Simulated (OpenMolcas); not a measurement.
## Pt2+: moving or changing the point charges

Pt2+ among 6 point charges of -1.5 e arranged as a trigonal antiprism (D3d), 2.22 Å from the ion, with a polar angle of 56.4° against the regular 54.74°.

```
Program             : OpenMolcas 26.06
Method              : SS-CASPT2, IPEA 0.25 Eh, imaginary shift 0.1 Eh (closed shells correlated: 5s 5p)
Basis               : ANO-RCC-VDZP [7s6p4d2f]
Scalar Hamiltonian  : DKH2, point nucleus
Active space        : 8 electrons in 5 orbitals (5d)
State averaging     : 2S+1 = 3 even, 10 roots; 2S+1 = 1 even, 15 roots
Spin-orbit coupling : RASSI with atomic mean-field integrals over the reference wave functions
```

Runs around this geometry, states (labels of D3, the rotations of D3d). Energies in cm-1 above the lowest state or level, χT in cm3 K/mol.

```csv
R (Å),q (e),Polar angle / regular,Ground state,First state of that spin,First gap with spin-orbit (degeneracies),χT at 300 K,First state of another spin
2.22,-0.98,1.03,3A2,3A1 4070,"140 (2, 1)",2.623,1E 10850
2,-1.5,1.03,3A2,3A1 10360,"130 (2, 1)",2.213,1E 11720
2.22,-1.5,1.03,3A2,3A1 6450,"160 (2, 1)",2.453,1E 11330
2.32,-1.5,1.03,3A2,3A1 5220,"170 (2, 1)",2.533,1E 11130
2.22,-1.5,1.11,3A2,3A1 5930,"530 (2, 1)",2.370,1E 11250
```

Taking the first state of the same spin as R^-n, n = -ln(5220 / 10360) / ln(2.32 / 2) = 4.6 between the shortest and longest distance.

Scaling the charges by -0.98 / -1.5 = 0.65 scales the first state of the same spin by 4070 / 6450 = 0.63; with fixed orbitals a first-order splitting would follow the charge.

Roots that are degenerate in the reference are averaged as groups; the widest CASPT2 spread within a group is 62 cm-1 (the 2-fold group of multiplicity 3 near 11000 cm-1 above the lowest state of its run, R = 2, q = -1.5, ratio = 1.03). Shifts and gaps below about the spread of the groups concerned are not significant. Real 4d8 and 5d8 ions are as a rule square planar and diamagnetic. Free-ion shares, where given, are those of the reference states; single-state CASPT2 does not remix them. Spin-orbit coupling mixes the spin-free states strongly: the lowest level takes only 61 % from its leading state, 3A2 (figures for R = 2.22, q = -0.98, ratio = 1.03; the like holds for R = 2.22, q = -1.5, ratio = 1.03, R = 2.32, q = -1.5, ratio = 1.03, R = 2.22, q = -1.5, ratio = 1.11). This is an electrostatic model: the charges have no orbitals. No measured value stands beside these numbers.
